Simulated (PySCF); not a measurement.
SMILES C=C[Si](C)(C)C (C5H12Si), GFN2-xTB optimised geometry.

```
18

C     -0.70    -1.19     2.79
C     -0.93    -1.57     1.54
Si    -0.29    -0.67     0.00
C     -0.94    -1.58    -1.54
C      1.62    -0.67     0.00
C     -0.93     1.13     0.00
H     -1.08    -1.73     3.64
H     -0.12    -0.32     3.01
H     -1.53    -2.47     1.38
H     -0.60    -1.10    -2.46
H     -2.03    -1.60    -1.57
H     -0.60    -2.61    -1.57
H      2.01    -1.68    -0.01
H      2.01    -0.15    -0.87
H      2.01    -0.18     0.89
H     -2.01     1.17    -0.01
H     -0.59     1.67     0.88
H     -0.57     1.68    -0.87
```

Density from PySCF with CAM-B3LYP/def2-SVP at that geometry.

Minimum of the electron density along straight lines between bonded atoms, close to the bond critical point (lines longer than 1.1 times the sum of covalent radii, or with two minima, are not listed):

```json
[
 {"bond": "C1–C2", "length / Å": "1.324", "ρ at the minimum / e bohr⁻³": "0.345", "∇²ρ there / e bohr⁻⁵": "-0.94", "position (fraction from the first atom)": "0.51"},
 {"bond": "C2–Si3", "length / Å": "1.897", "ρ at the minimum / e bohr⁻³": "0.111", "∇²ρ there / e bohr⁻⁵": "0.34", "position (fraction from the first atom)": "0.62"},
 {"bond": "Si3–C4", "length / Å": "1.907", "ρ at the minimum / e bohr⁻³": "0.110", "∇²ρ there / e bohr⁻⁵": "0.31", "position (fraction from the first atom)": "0.38"},
 {"bond": "Si3–C5", "length / Å": "1.909", "ρ at the minimum / e bohr⁻³": "0.110", "∇²ρ there / e bohr⁻⁵": "0.31", "position (fraction from the first atom)": "0.38"},
 {"bond": "Si3–C6", "length / Å": "1.909", "ρ at the minimum / e bohr⁻³": "0.110", "∇²ρ there / e bohr⁻⁵": "0.31", "position (fraction from the first atom)": "0.38"},
 {"bond": "C1–H7", "length / Å": "1.080", "ρ at the minimum / e bohr⁻³": "0.282", "∇²ρ there / e bohr⁻⁵": "-1.09", "position (fraction from the first atom)": "0.64"},
 {"bond": "C1–H8", "length / Å": "1.078", "ρ at the minimum / e bohr⁻³": "0.284", "∇²ρ there / e bohr⁻⁵": "-1.09", "position (fraction from the first atom)": "0.63"},
 {"bond": "C2–H9", "length / Å": "1.084", "ρ at the minimum / e bohr⁻³": "0.277", "∇²ρ there / e bohr⁻⁵": "-1.03", "position (fraction from the first atom)": "0.63"},
 {"bond": "C4–H10", "length / Å": "1.086", "ρ at the minimum / e bohr⁻³": "0.272", "∇²ρ there / e bohr⁻⁵": "-0.98", "position (fraction from the first atom)": "0.63"},
 {"bond": "C4–H11", "length / Å": "1.086", "ρ at the minimum / e bohr⁻³": "0.272", "∇²ρ there / e bohr⁻⁵": "-0.98", "position (fraction from the first atom)": "0.63"},
 {"bond": "C4–H12", "length / Å": "1.086", "ρ at the minimum / e bohr⁻³": "0.272", "∇²ρ there / e bohr⁻⁵": "-0.98", "position (fraction from the first atom)": "0.63"},
 {"bond": "C5–H13", "length / Å": "1.086", "ρ at the minimum / e bohr⁻³": "0.272", "∇²ρ there / e bohr⁻⁵": "-0.98", "position (fraction from the first atom)": "0.63"},
 {"bond": "C5–H14", "length / Å": "1.086", "ρ at the minimum / e bohr⁻³": "0.272", "∇²ρ there / e bohr⁻⁵": "-0.98", "position (fraction from the first atom)": "0.63"},
 {"bond": "C5–H15", "length / Å": "1.086", "ρ at the minimum / e bohr⁻³": "0.272", "∇²ρ there / e bohr⁻⁵": "-0.98", "position (fraction from the first atom)": "0.63"},
 {"bond": "C6–H16", "length / Å": "1.086", "ρ at the minimum / e bohr⁻³": "0.272", "∇²ρ there / e bohr⁻⁵": "-0.98", "position (fraction from the first atom)": "0.63"},
 {"bond": "C6–H17", "length / Å": "1.086", "ρ at the minimum / e bohr⁻³": "0.272", "∇²ρ there / e bohr⁻⁵": "-0.98", "position (fraction from the first atom)": "0.63"},
 {"bond": "C6–H18", "length / Å": "1.086", "ρ at the minimum / e bohr⁻³": "0.272", "∇²ρ there / e bohr⁻⁵": "-0.98", "position (fraction from the first atom)": "0.63"}
]
```
